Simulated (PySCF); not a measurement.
PySCF job for CH5ClFNSi, SMILES C([Si@@H](N)Cl)F, PBE/pcSseg-1. Coordinates come from a B3LYP-D3(BJ)/def2-SVP optimisation. The structure was generated by enumeration; whether it is a known compound was not checked. Other conformers were not sampled.

```python
import numpy as np
from pyscf import gto, scf, dft
from pyscf.prop.nmr import rks as nmr

mol = gto.M(
    atom='''
    N    -1.41281310   -1.25349857    0.20887077
    Si   -0.36767631   -0.02096368   -0.35519013
    Cl   -0.49497884    1.80197392    0.68799770
    C     1.43631571   -0.53512016   -0.10221707
    F     1.71793863   -1.68970950   -0.82023677
    H    -2.38306137   -1.28782977   -0.08765482
    H    -1.28939095   -1.67635959    1.12379370
    H    -0.70848205    0.25399326   -1.76990764
    H     1.63880317   -0.71163921    0.97104170
    H     2.11458963    0.27436648   -0.42723434
    ''',
    basis='pcSseg-1',
    charge=0,
    spin=0,
    max_memory=1600,
    verbose=3,
)
mf = dft.RKS(mol, xc='pbe')
mf.grids.level = 3
mf.conv_tol = 1e-10
mf.max_cycle = 100
mf.kernel()
n = nmr.NMR(mf)
n.verbose = 2
n.max_cycle_cphf = 60
sigma = n.kernel()
print('atom   isotropic/ppm   span/ppm')
for i, s in enumerate(sigma):
    w = np.linalg.eigvalsh((s + s.T) / 2)
    print(f'{mol.atom_symbol(i):2s}{i + 1:3d} {w.mean():14.3f} {w[2] - w[0]:11.3f}')
```

Output:

```
converged SCF energy = -944.879473990047
atom   isotropic/ppm   span/ppm
N   1        225.230      36.734
Si  2        344.759      92.762
Cl  3        859.498     286.861
C   4         99.396     121.141
F   5        446.317      54.253
H   6         29.796      16.660
H   7         30.168      15.880
H   8         25.848       8.912
H   9         26.687       7.424
H  10         26.592       7.731
```

The run converged.
